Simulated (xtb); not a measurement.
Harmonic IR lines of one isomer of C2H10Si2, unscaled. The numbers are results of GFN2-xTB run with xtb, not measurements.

wavenumber (cm⁻¹): 507 (w), 564 (m), 660 (w), 781 (vs), 788 (s), 801 (s), 808 (m), 1149 (w), 2227 (s), 2233 (m), 2244 (vw), 2253 (s), 2266 (vs), 2906 (w), 2993 (w), 3002 (w), 3021 (vw)

### Question
Say which structure gives these lines.
A. `CC([SiH3])[SiH3]`
B. `C[SiH2]C[SiH3]`
C. `CC[SiH2][SiH3]`
D. `[SiH3]CC[SiH3]`

### Answer
A, `CC([SiH3])[SiH3]`
